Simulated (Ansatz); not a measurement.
Reaction (formal exchange of groups at a C–Si bond): `CO[SiH](C)[SiH3]` + `C=CCCCC` → `C=CCCCCC` + `CO[SiH2][SiH3]`

Gas-phase electronic energies from Ansatz, PBE0-D4/def2-TZVP geometries. CCSD(T)/CBS adds triple-zeta CCSD(T) − MP2 to the extrapolated MP2 energy (def2 sets, frozen cores). DFT in def2-TZVPP. B3LYP here is the variant with VWN-RPA as its local correlation; programs differ in this. Each species was taken in one conformer, which may not be the lowest.

`CO[SiH](C)[SiH3]`:

```xyz
15

C     1.137    1.350    1.653
O     0.697    1.098    0.341
Si    0.207   -0.395   -0.166
C    -1.331   -0.971    0.729
Si   -0.145   -0.198   -2.471
H     0.314    1.286    2.373
H     1.921    0.646    1.958
H     1.548    2.361    1.691
H     1.296   -1.385    0.112
H    -2.163   -0.281    0.572
H    -1.155   -1.059    1.805
H    -1.632   -1.956    0.362
H    -0.560   -1.517   -3.028
H    -1.227    0.784   -2.758
H     1.092    0.238   -3.173
```

`C=CCCCC`:

```xyz
18

C    -2.268    0.874    0.553
C    -1.541   -0.185    0.883
C    -0.776   -1.039   -0.071
C     0.717   -1.104    0.256
C     1.432    0.241    0.209
C     1.425    0.893   -1.164
H    -2.800    1.454    1.298
H    -2.361    1.196   -0.480
H    -1.473   -0.468    1.933
H    -0.930   -0.677   -1.092
H    -1.179   -2.058   -0.040
H     1.200   -1.797   -0.443
H     0.839   -1.540    1.254
H     0.974    0.920    0.936
H     2.467    0.096    0.535
H     1.850    0.226   -1.920
H     2.012    1.814   -1.165
H     0.412    1.153   -1.482
```

`C=CCCCCC`:

Z-matrix (Å, degrees):
```
C
C 1 1.492
C 1 1.529 2 113.0
H 1 1.097 2 109.0 3 -120.3
H 1 1.094 2 109.5 3 123.7
C 2 1.325 1 125.4 3 -122.5
H 2 1.090 1 115.8 3 57.0
C 3 1.524 1 114.4 2 60.9
H 3 1.095 1 108.7 2 -175.7
H 3 1.096 1 108.8 2 -60.9
H 6 1.086 2 121.3 1 -0.3
H 6 1.084 2 121.7 1 -180.0
C 8 1.524 3 115.1 1 59.4
H 8 1.096 3 108.5 1 -178.3
H 8 1.095 3 109.0 1 -62.9
C 13 1.520 8 114.1 3 59.1
H 13 1.095 8 108.3 3 -179.1
H 13 1.095 8 109.6 3 -64.3
H 16 1.094 13 111.1 8 55.5
H 16 1.093 13 111.9 8 -64.5
H 16 1.092 13 111.2 8 175.5
```

`CO[SiH2][SiH3]`:

Cartesian coordinates in Å:
```
C 2.068 -0.450 -0.877
O 0.876 -0.559 -0.134
Si -0.310 0.583 -0.201
Si -2.023 -0.125 1.222
H 2.687 -1.323 -0.662
H 2.629 0.451 -0.602
H 1.867 -0.421 -1.954
H 0.224 1.915 0.216
H -0.802 0.741 -1.603
H -3.124 0.878 1.197
H -1.527 -0.253 2.618
H -2.565 -1.437 0.779
```

(1) Is it downhill or uphill in electronic energy at CCSD(T)/CBS, and by how much? (Estimate.)

(2) What do these levels give: PBE-D4, PBE0-D4, ωB97X-V, ωB97M-V, B2PLYP, r2SCAN, PBE0, B3LYP, SCS-MP2/def2-TZVPP, HF/def2-QZVPP, MP2/def2-QZVPP, HF/CBS(def2)? (Estimate.)

Largest T1 diagnostic among the species: 0.012.

Answers

(1) The calculation gave: Uphill: ΔE = +11.2 kcal/mol.

(2) Ansatz gave: PBE-D4 11.9, PBE0-D4 11.8, ωB97X-V 11.0, ωB97M-V 11.7, B2PLYP 11.5, r2SCAN 12.3, PBE0 11.8, B3LYP 11.7, SCS-MP2/def2-TZVPP 10.6, HF/def2-QZVPP 10.4, MP2/def2-QZVPP 11.5, HF/CBS(def2) 10.4 kcal/mol.
